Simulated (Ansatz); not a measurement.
Reaction (ligand exchange at a Mg–O bond): `[CH3][Mg][OH]` + HBr → `[CH3][Mg][Br]` + H₂O

Gas-phase electronic energies from Ansatz, PBE0-D4/def2-TZVP geometries. CCSD(T)/CBS is the MP2 limit (def2-TZVPP, def2-QZVPP) plus CCSD(T) − MP2 in def2-TZVPP, frozen cores. This one scheme is used for every species. Functionals use def2-TZVPP. B3LYP here is the variant with VWN-RPA as its local correlation; programs differ in this. HSE06 is defined as in plane-wave codes. For Br, Mg outer-core shells are correlated without core-valence functions, which leaves a few kJ/mol of doubt a bond. Scalar relativity is left out up to krypton. One conformer a species, not always the lowest.

| level | ΔE (kJ/mol) | difference from CCSD(T)/CBS |
| --- | --- | --- |
| LDA (SPW92) | -87.5 | 5.9 |
| PBE-D4 | -92.2 | 1.2 |
| revPBE-D4 | -91.7 | 1.7 |
| BLYP-D4 | -82.3 | 11.1 |
| r2SCAN-D4 | -95.1 | -1.7 |
| B97M-V | -93.5 | -0.1 |
| PBE0-D4 | -100.7 | -7.3 |
| B3LYP-D4 | -90.1 | 3.3 |
| r2SCANh-D4 | -97.7 | -4.3 |
| r2SCAN0-D4 | -101.4 | -8.0 |
| CAM-B3LYP-D4 | -87.1 | 6.3 |
| ωB97X-V | -93.6 | -0.2 |
| ωB97M-V | -93.8 | -0.4 |
| B2PLYP | -90.6 | 2.8 |
| PBE | -92.0 | 1.4 |
| BLYP | -82.5 | 10.9 |
| r2SCAN | -95.1 | -1.7 |
| PBE0 | -100.5 | -7.1 |
| B3LYP | -89.8 | 3.6 |
| r2SCANh | -97.7 | -4.3 |
| r2SCAN0 | -101.3 | -7.9 |
| HSE06 | -101.3 | -7.9 |
| BHLYP | -97.9 | -4.5 |
| CAM-B3LYP | -86.7 | 6.7 |
| LC-ωPBE | -92.0 | 1.4 |
| RPA@PBE/def2-TZVPP | -87.4 | 6.0 |
| HF/def2-SVP | -97.8 | -4.4 |
| MP2/def2-SVP | -84.5 | 8.9 |
| CCSD/def2-SVP | -84.7 | 8.7 |
| CCSD(T)/def2-SVP | -83.7 | 9.7 |
| HF/def2-TZVPP | -112.3 | -18.9 |
| MP2/def2-TZVPP | -92.2 | 1.2 |
| CCSD/def2-TZVPP | -93.6 | -0.2 |
| CCSD(T)/def2-TZVPP | -92.6 | 0.8 |
| HF/def2-QZVPP | -110.9 | -17.5 |
| MP2/def2-QZVPP | -92.2 | 1.2 |
| SCS-MP2/def2-QZVPP | -90.1 | 3.3 |
| HF/CBS(def2) | -110.7 | -17.3 |
| MP2/CBS(def2) | -93.0 | 0.4 |
| CCSD/CBS(def2) | -94.4 | -1.0 |
| CCSD(T)/CBS | -93.4 | 0 |

What do rigid-rotor, harmonic-oscillator terms from PBE0-D4/def2-TZVP frequencies (298.15 K, 1 bar) make of the CCSD(T)/CBS value? (Best estimate.)

Ansatz gave: ΔZPE = +12.2 kJ/mol, ΔH = -82.9 kJ/mol, ΔS = -15 J/(mol·K), ΔG = -78.3 kJ/mol.

Largest T1 diagnostic among the species: 0.010.

At CCSD(T), def2-SVP lies +9.7 kJ/mol from the extrapolated value and def2-TZVPP +0.8 kJ/mol. In def2-TZVPP, CCSD(T) changes the Hartree–Fock value by +19.6 kJ/mol (the triples alone add +1.0 kJ/mol) and MP2 by +20.1 kJ/mol.
